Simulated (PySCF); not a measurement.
## How ionic is MCs along the alkali metals?

r²SCAN in PySCF with def2-SVP on every atom (core potentials on Rb, Cs), for the lowest determinant that a PBE0 search found; no spin–orbit coupling. A negative dipole means M(+)Cs(−).

```tsv
M	state (unpaired electrons)	Re (Å)	μ (D)
Li	singlet (closed shell)	3.845	5.00
Na	singlet (closed shell)	3.995	4.81
K	singlet (closed shell)	4.464	1.89
Rb	singlet (closed shell)	4.613	1.44
```

Task: Give the ionic character |μ|/(e·Re) of each, with 1 e·Å = 4.803 D, and the positive end.

Result: CsLi 27 % (Cs positive), CsNa 25 % (Cs positive), CsK 9 % (Cs positive), CsRb 6 % (Cs positive). Lone pairs and polarisation enter μ too, so this number is only a rough measure of charge transfer.

Closed-shell solutions of metal pairs were not tested for spin polarisation, which can lower them a little. Spin–orbit coupling is left out.
